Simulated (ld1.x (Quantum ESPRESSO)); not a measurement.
**What one change does to a pseudopotential (Co, TM)**

- Element: Co (Z = 27)
- Generator: ld1.x (Quantum ESPRESSO) 7.5
- Type: norm-conserving Troullier–Martins (Kleinman–Bylander form)
- Functional: PBE
- Relativity: scalar-relativistic
- Frozen core: [Ne] 3s2
- Valence charge: 15
- Reference configuration: 3p6 3d7 4s1 4p0 (charge +1)
- Partial waves: 4s (bound): rc 2.25 bohr; 3d (bound): rc 1.10 bohr; 3p (bound): rc 1.15 bohr
- Local potential: the p channel
- Core correction: none

Change: local potential all-electron potential smoothed inside 1.20 bohr (lloc = -2).

Cutoffs: the cutoffs (Ry, on a coarse ladder) from which the occupation-weighted sum of valence levels, in a spherical-Bessel basis at the reference potential, stays within 10 and 1 mRy of its value at 400 Ry; they do not see the model core or the augmentation charge, which bear on the density cutoff. Errors are all-electron minus pseudo energies relative to the spin-unpolarised reference configuration.

Q: Predict the effect on cutoff, ghosts and configuration errors.

A: The potential gets neither clearly harder nor softer (180 Ry and 260 Ry → 180 Ry and 300 Ry); both files keep a bound ghost (s); the number of tests that count goes from 7 to 5; of the 5 tests that both files solve, the error grows in 2 and shrinks in 2 by more than 15 % and 0.3 meV (median size 55.1 → 49.3 meV); the range in which the s phases agree widens (upper end 2.7 → 4.3); the range in which the d phases agree narrows (upper end at the end of the scan → 1.1).

| quantity | base | changed |
| --- | --- | --- |
| cutoff, loose | 180 Ry | 180 Ry |
| cutoff, tight | 260 Ry | 300 Ry |
| bound ghosts | s | s |
| tests counted (converged, no solver errors) | 7 of 7 | 5 of 7 |
| error for 3p6 3d7 4s0 4p0, meV [ΔE 16.79 eV] | -7.2 | -7.4 |
| error for 3p6 3d6 4s0 4p0, meV [ΔE 52.66 eV] | +67 | +49 |
| error for 3p6 3d7 4s0 4p2, meV [ΔE -0.05 eV] | +44 | -68 |
| error for 3p6 3d8 4s0 4p0, meV [ΔE -2.56 eV] | -55 | -67 |
| error for 3p6 3d5 4s0 4p0, meV [ΔE 108.01 eV] | +147 | +49 |
| s: phases at 2.46 bohr within 0.05 rad from the reference energy up to (Ry; the scan ends near 5) | 2.7 | 4.3 |
| p: phases at 2.46 bohr within 0.05 rad from the reference energy up to (Ry; the scan ends near 5) | to the end of the scan | to the end of the scan |
| d: phases at 2.46 bohr within 0.05 rad from the reference energy up to (Ry; the scan ends near 5) | to the end of the scan | 1.1 |

Base: ld1.x printed “convergence not achieved” for 2 of the counted tests; their residual had stalled under 1e-8, short of the target of 1e-14. Changed file: Tests not counted: 3p6 3d7 4s2 4p0 (solver errors, printed error -2772 eV); 3p6 3d8 4s1 4p0 (solver errors, printed error -3.4 eV). These tests converged, but a pseudo level misses the all-electron one widely, so the file describes the atom poorly there or has found another state: 3p6 3d6 4s0 4p0: empty 4s by 8.7 eV. A true bound ghost makes a file unfit for plane-wave use even where its test errors are small: the radial tests pick states by their node count and pass the ghost by. Where a test does run into it, the solver fails or the error is huge.
